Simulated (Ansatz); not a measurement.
dimethyl carbonate (C₃H₆O₃), singlet, geometry from GFN2-xTB. Base run: Ansatz (a program for electronic structure) with MP2/def2-SV(P).

The Ansatz input:
Ansatz 0.2 input:
```yaml
crystal:
  periodic: [false, false, false]
  atoms:
    - {symbol: C, position_ang: [2.32517331, 0.09994214, 0.05033470]}
    - {symbol: O, position_ang: [1.10482066, -0.54437804, 0.39359877]}
    - {symbol: C, position_ang: [-0.00225252, 0.06041020, -0.03827659]}
    - {symbol: O, position_ang: [-0.04037348, 1.07614926, -0.67209545]}
    - {symbol: O, position_ang: [-1.06015611, -0.65053184, 0.35332550]}
    - {symbol: C, position_ang: [-2.32406787, -0.12639913, -0.03399431]}
    - {symbol: H, position_ang: [2.33572923, 1.12457047, 0.42682949]}
    - {symbol: H, position_ang: [3.11149818, -0.48764306, 0.51637074]}
    - {symbol: H, position_ang: [2.45383247, 0.12126973, -1.03361495]}
    - {symbol: H, position_ang: [-3.06483642, -0.80965771, 0.37240314]}
    - {symbol: H, position_ang: [-2.40104093, -0.07929089, -1.12196490]}
    - {symbol: H, position_ang: [-2.46262854, 0.87711717, 0.37296294]}
basis:
  gaussian:
    orbitals: def2-SV_P_.json
magnetization: {spin_polarized: false}
correlation: {method: mp2}
```
The basis file holds def2-SV(P) in the JSON format of the Basis Set Exchange.

Each row names what was changed in the base input (with any setting that the change needs).

```tsv
change	basis functions	E (Eh)	MP2 correlation (Eh)
base	96	-342.32837	-0.90660
basis = 6-31G	66	-342.14835	-0.62850
basis = 3-21G	66	…	…
basis = pcseg-1	114	-342.56391	-0.95604
basis = cc-pVDZ	114	…	…
basis = pc-1	114	-342.56767	-0.95634
basis = 6-31+G*	126	-342.62734	-0.92040
basis = 6-311G**	…	…	…
basis = aug-cc-pVDZ	192	-342.75403	-1.00651
basis = aug-pcseg-1	192	-342.62495	-0.99079
basis = cc-pVTZ	…	…	…
basis = def2-TZVPP	270	-343.03827	-1.19310
basis = def2-TZVPD	285	-343.02852	-1.18428
```

Fill in the missing entries.


- basis = 3-21G, E (Eh): -340.41107
- basis = 3-21G, MP2 correlation (Eh): -0.61841
- basis = cc-pVDZ, E (Eh): -342.67797
- basis = cc-pVDZ, MP2 correlation (Eh): -0.95254
- basis = 6-311G**, basis functions: 144
- basis = 6-311G**, E (Eh): -342.80460
- basis = 6-311G**, MP2 correlation (Eh): -1.01489
- basis = cc-pVTZ, basis functions: 264
- basis = cc-pVTZ, E (Eh): -343.02847
- basis = cc-pVTZ, MP2 correlation (Eh): -1.19748

Totals compare only among sets that treat the same electrons; sets with core potentials leave the core out.
